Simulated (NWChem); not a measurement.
SiF₂, singlet; SMILES F[Si]F

```xyz
3

Si     0.0000     0.0000     0.5806
F      1.2465     0.0000    -0.4649
F     -1.2465     0.0000    -0.4649
```
Atoms are numbered in this order, from 1.

Computed with NWChem. Geometry optimised at PBE0/def2-SVP; all other runs use it. Low-valent species are run as closed-shell singlets; no triplet was tried in these runs.

```tsv
quantity	level	value
dipole in solution (D) in water	PBE0/def2-SVP, SMD	1.39
vertical, lowest state with f > 0.02, singlet (eV)	CAM-B3LYP/def2-SVPD, TDA	5.91
isotropic polarisability (bohr³), static	CAM-B3LYP/def2-SVPD	?
−ε(HOMO) (eV)	PBE/def2-SVP	?
dipole (D)	PBE0/def2-SVP	1.19
highest harmonic frequency (cm⁻¹)	PBE0/def2-SVP	?
```

Question: What belongs in the gaps?

Answer: 
- isotropic polarisability (bohr³), static, value: 28.1
- −ε(HOMO) (eV), value: 7.00
- highest harmonic frequency (cm⁻¹), value: 890
